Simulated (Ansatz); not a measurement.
Consider the redistribution: `CC(C)[O][Zr]([OH])([OH])[Cl]` + `CC(C)[O][Ge][OH]` → `CC(C)[O][Zr]([OH])([OH])[O]C(C)C` + `[OH][Ge][Cl]`.

Calculated with Ansatz (gas phase, PBE0-D4/def2-TZVP geometries, no zero-point term in ΔE). CBS: MP2 limit from def2 TZ/QZ plus the TZ coupled-cluster correction, frozen cores. DFT in def2-TZVPP. def2 core potentials past Kr. For Ge, Zr outer-core shells are correlated without core-valence functions, which leaves a few kJ/mol of doubt a bond. Scalar relativity is left out up to krypton. Each species was taken in one conformer, which may not be the lowest.

| level | ΔE (kJ/mol) |
| --- | --- |
| PBE-D4 | -7.3 |
| r2SCAN | 0.5 |
| PBE0 | -5.3 |
| HF/def2-TZVPP | -5.5 |
| SCS-MP2/def2-TZVPP | -1.0 |
| CCSD/def2-TZVPP | -3.1 |
| HF/def2-QZVPP | -5.5 |
| HF/CBS(def2) | -5.5 |

(1) What does CCSD(T)/CBS give? (Estimate.)

Largest T1 diagnostic among the species: 0.015.

Results:

(1) Ansatz gave: -3.4 kJ/mol. The listed levels differ from it by -3.9, 3.9, -1.9, -2.1, 2.4, 0.3, -2.1, -2.1 kJ/mol.

In def2-TZVPP, CCSD(T) changes the Hartree–Fock value by +3.9 kJ/mol (the triples alone add +1.5 kJ/mol) and MP2 by +6.0 kJ/mol.
